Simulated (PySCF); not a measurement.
S²⁺ (sulfur, charge +2): UHF calculation

Configuration: [Ne] 3s2 3p2, high-spin 3P determinant. All numbers are calculated (PySCF 2.14, the non-relativistic Hamiltonian (point nucleus), in def2-TZVP (5s5p2d1f, 37 functions)).

```
Total energy                                                  : -396.327743 hartree
One-electron energy                                           : -535.1959 hartree
Hartree (Coulomb) energy                                      : 163.2820 hartree
Exchange energy                                               : -24.4138 hartree
Kinetic energy                                                : 396.25983 hartree
⟨S²⟩                                                          : 2.0116
⟨L²⟩                                                          : 2.034
Sum of ⟨r⟩                                                    : 10.52 bohr
Sum of ⟨r²⟩                                                   : 15.12 bohr²
Traceless quadrupole moment −½Σ⟨3z² − r²⟩ along its main axis : 1.45 e·bohr²
Density at the nucleus (Gaussians lack the cusp)              : 2570 bohr⁻³
Spin density at the nucleus                                   : 0.247 bohr⁻³
Langevin diamagnetic susceptibility                           : -12.0 ×10⁻⁶ cm³/mol
Time after the integrals                                      : 0.18 s of wall time on 1 thread of Neoverse-N1 (shared host)
```

```tsv
shell	electrons	mean orbital energy (hartree)	spread (hartree)	rms radius, mean of both spins (bohr)
1s α	1	-92.98605	0	0.113
1s β	1	-92.96000	0	0.113
2s α	1	-9.96165	0	0.517
2s β	1	-9.93733	0	0.517
2p α	3	-7.64645	0.02278	0.491
2p β	3	-7.60117	0.02690	0.491
3s α	1	-1.78217	0	1.72
3s β	1	-1.53801	0	1.72
3p α	2	-1.27578	0	1.90
```
